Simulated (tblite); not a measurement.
Species: C₆H₁₅NSi.
Geometry (GFN2-xTB, Å), atoms numbered from 1 in this order:
```xyz
23
C6H15NSi angstrom
C     -1.304    2.117    0.122
C     -0.525    1.112    0.486
C     -0.223   -0.123   -0.294
C     -1.251   -0.399   -1.395
N     -0.075   -1.234    0.649
C     -1.245   -1.550    1.447
Si     1.544    0.115   -1.041
C      2.779    0.446    0.353
H     -1.844    2.127   -0.809
H     -1.431    2.985    0.747
H     -0.005    1.154    1.435
H     -2.265   -0.407   -0.996
H     -1.192    0.359   -2.171
H     -1.050   -1.366   -1.856
H      0.210   -2.067    0.142
H     -2.087   -1.957    0.870
H     -1.584   -0.646    1.953
H     -0.960   -2.284    2.201
H      1.898   -1.124   -1.752
H      1.504    1.225   -2.001
H      3.799    0.403   -0.015
H      2.628    1.429    0.788
H      2.676   -0.288    1.147
```

All values are computed: GFN2-xTB (tblite) harmonic vibrations without scaling, gas phase. Against measured fundamentals such values can be off by several per cent, at times by over 20. Modes of hydrogen on silicon can be 10 to 20 % off. One conformer, not necessarily the lowest.

Harmonic wavenumbers (cm⁻¹): 51.9, 79.8, 99.0, 126.6, 157.5, 173.8, 199.3, 235.4, 260.1, 286.5, 303.7, 370.6, 396.9, 457.2, 502.5, 570.3, 595.9, 679.2, 705.8, 765.1, 781.0, 812.3, 828.8, 844.1, 866.1, 885.6, 945.3, 1003.5, 1033.7, 1073.8, 1087.3, 1113.7, 1152.4, 1163.7, 1217.0, 1292.8, 1364.4, 1399.1, 1404.8, 1415.8, 1422.5, 1478.6, 1484.0, 1489.0, 1502.1, 1504.3, 1519.1, 1700.3, 2190.6, 2222.8, 2871.7, 2994.9, 3006.5, 3012.0, 3017.0, 3038.3, 3043.0, 3046.8, 3050.3, 3054.2, 3102.2, 3127.1, 3350.8.

A = 1888, B = 1302, C = 1121 MHz; mass 129.097 u (most abundant isotopes); point group C1, symmetry number 1.

**Question.** What is the zero-point energy?

**Answer.** ½Σν̃ = 42465 cm⁻¹ = 121.41 kcal/mol.

**Question.** Give the ideal-gas entropy at 500 K and 1 bar in the rigid-rotor, harmonic-oscillator model (classical rotation).

**Answer.** Translation 43.07, rotation 30.69, vibration 60.72: S = 134.5 cal/(mol K).

**Question.** And Cp and H(500 K) − H(0)?

**Answer.** Cp = 67.22 cal/(mol K), of which vibrations give 59.28 (their classical limit is 63 R = 125.2); H(500 K) − H(0) = 19.65 kcal/mol without the zero-point energy, 15.67 from vibrations.

**Question.** Which modes carry the vibrational entropy at 500 K?

**Answer.** 51.9 cm⁻¹: 5.77; 79.8 cm⁻¹: 4.92; 99.0 cm⁻¹: 4.49; 126.6 cm⁻¹: 4.00; 157.5 cm⁻¹: 3.58; 173.8 cm⁻¹: 3.38 cal/(mol K); the other 57 give 34.58 together.

**Question.** Blend soft modes into free rotors: weight 1/[1 + (100 cm⁻¹/ν̃)⁴] for the oscillator and the rest for a rotor with moment μB/(μ + B), μ = h/(8π²ν), B = 10⁻⁴⁴ kg m². What vibrational entropy results?

**Answer.** 57.16 cal/(mol K) in place of 60.72, which changes −T·S at 500 K by +1.78 kcal/mol.

Hindered rotation and anharmonicity are outside this model. Other conformers, if any are populated, would add a mixing term that is left out. The structure is chiral; the term R ln 2 for an equal mix with its mirror image is left out.
